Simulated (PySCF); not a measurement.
## Electric field gradients and quadrupole coupling constants

Species: trans-[OsO2(OH)4]2- (charge -2 and singlet state).
Structure used (PBE0-D3(BJ)/def2-SVP), in Å, numbered top down from 1:
```xyz
11
H4O6Os angstrom
Os     0.000    0.000    0.000
O      0.019    0.009    1.751
O     -0.020   -0.010   -1.751
O      2.030   -0.142   -0.020
H      2.269    0.793   -0.030
O     -2.030    0.143    0.021
H     -2.269   -0.792    0.029
O      0.142    2.030   -0.014
H     -0.793    2.268   -0.004
O     -0.141   -2.031    0.014
H      0.794   -2.268    0.003
```

Field gradients from the PBE0/pcSseg-1 (def2-TZVP on Os) density (PySCF, non-relativistic but for the core potentials past Kr), principal values in atomic units, ordered |Vxx| ≤ |Vyy| ≤ |Vzz|:

| atom | Vxx | Vyy | Vzz |
| --- | --- | --- | --- |
| O2 | 0.3240 | 0.3246 | -0.6485 |
| O3 | 0.3236 | 0.3246 | -0.6482 |
| O4 | 0.0155 | 1.4824 | -1.4979 |
| O6 | 0.0163 | 1.4826 | -1.4988 |
| O8 | 0.0158 | 1.4819 | -1.4976 |
| O10 | 0.0163 | 1.4825 | -1.4989 |

Problem. Find the asymmetry η = (Vxx − Vyy)/Vzz and the couplings χ = eQV/h (234.96 MHz × Q in barn × V in au), with Q(17O) = −0.0256 b.

Solution. 
| atom | environment | nucleus | η | χzz (MHz) | χxx (MHz) | χyy (MHz) |
| --- | --- | --- | --- | --- | --- | --- |
| O2 | oxygen bonded to Os | 17O | 0.00 | 3.901 | -1.949 | -1.952 |
| O3 | oxygen bonded to Os | 17O | 0.00 | 3.899 | -1.946 | -1.953 |
| O4 | oxygen bonded to Os and H | 17O | 0.98 | 9.01 | -0.09 | -8.92 |
| O6 | oxygen bonded to Os and H | 17O | 0.98 | 9.02 | -0.10 | -8.92 |
| O8 | oxygen bonded to Os and H | 17O | 0.98 | 9.01 | -0.09 | -8.91 |
| O10 | oxygen bonded to Os and H | 17O | 0.98 | 9.02 | -0.10 | -8.92 |

The gradient is axial or nearly so (η below 0.05) at O2 and O3. At O4, O6, O8 and O10 η is above 0.9: Vyy and Vzz are nearly equal in size and opposite in sign, so a small change could swap them and flip the sign of χzz. The tensor is traceless: Vxx + Vyy + Vzz = 0.

Problem. What is Vzz at O2 in SI units (1 au = 9.71736 × 10²¹ V/m²)?

Solution. -0.6485 au = -6.302 × 10²¹ V/m².

Whether so highly charged an anion holds all its electrons in the gas phase wasn't checked; a finite basis holds them in any case. No counter-ion or solvent screens the charge of this multiply charged ion. Atoms past krypton carry effective core potentials; spin–orbit coupling is left out. The pcSseg-1 basis has no diffuse functions, a weakness for an anion. The HOMO energy is positive at this level (+3.16 eV), so the outermost electrons may be held by the finite basis alone. With so small a basis the couplings can be 20 % off.

These values come from a run that also computed NMR shieldings. The run took 15 s of wall time on one thread of an Arm Neoverse V2, no GPU (shared host).
